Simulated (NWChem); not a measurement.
CH$_{3}$ClF$_{2}$Si; SMILES FC(F)[SiH2]Cl

```xyz
8

F      1.3881     1.3324    -0.2392
C      0.1968     1.1548     0.3805
F     -0.5789     2.2468     0.1368
Si    -0.7130    -0.3679    -0.3509
Cl     0.3814    -2.0594     0.0958
H      0.3814     1.1019     1.4698
H     -0.8048    -0.1971    -1.8235
H     -2.0558    -0.4704     0.2794
```
Atoms are numbered in this order, from 1.

Results from NWChem. All runs use the structure optimised with PBE0/def2-SVP. Isotropic polarisability at PBE0/def2-SVPD. A Cauchy series cut after its second term is a line in ω².

```csv
row,ω² (10⁻³ Ha²),α (bohr³)
static,0.00,54.80
1065 nm,1.83,withheld
589 nm,5.98,56.21
400 nm,12.97,57.99
```

### Question
Fit a straight line of the last column on the one before it, predict the withheld value, and compare with the run.

### Answer

1. Means of the 3 shown rows: x = 6.317, y = 56.333. Slope Σ(x − x̄)(y − ȳ)/Σ(x − x̄)² = 20.75/84.28 = 0.2462; intercept 54.778.
2. The shown rows scatter about the line by 0.029 (root mean square); the largest residual is -0.04, at 589 nm.
3. At x = 1.83 (1065 nm; inside the shown range) the line gives 55.23.
4. The run gives 55.22, -0.01 from the line, 0.3 times the scatter. The intercept estimates α(0), and the slope, 246 bohr³/Ha², the next Cauchy moment.
